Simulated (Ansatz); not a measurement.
Reaction (redistribution): `[CH3][GeH]([NH2])[OH]` + `S[CH]1[CH2][GeH2]1` → `[NH2][GeH]([OH])[SH]` + `C[CH]1[CH2][GeH2]1`

Gas-phase electronic energies from Ansatz, PBE0-D4/def2-TZVP geometries. CCSD(T)/CBS is the MP2 limit (def2-TZVPP, def2-QZVPP) plus CCSD(T) − MP2 in def2-TZVPP, frozen cores. Functionals use def2-TZVPP. B3LYP here is the variant with VWN-RPA as its local correlation; programs differ in this. For Ge outer-core shells are correlated without core-valence functions, which leaves a few kJ/mol of doubt a bond. Scalar relativity is left out up to krypton. One conformer a species, not always the lowest.

| species | B3LYP energy (Eh) |
| --- | --- |
| `[CH3][GeH]([NH2])[OH]` | -2249.47595 |
| `S[CH]1[CH2][GeH2]1` | -2555.06962 |
| `[NH2][GeH]([OH])[SH]` | -2608.38957 |
| `C[CH]1[CH2][GeH2]1` | -2196.18193 |

Problem. Work out ΔE.

Solution. ΔE = (-2608.38957) + (-2196.18193) − (-2249.47595) − (-2555.06962) = -0.02593 Eh = -0.71 eV. CCSD(T)/CBS gives -0.66 eV.

Largest T1 diagnostic among the species: 0.011.

In def2-TZVPP, CCSD(T) changes the Hartree–Fock value by +0.07 eV (the triples alone add +0.00 eV) and MP2 by +0.08 eV.
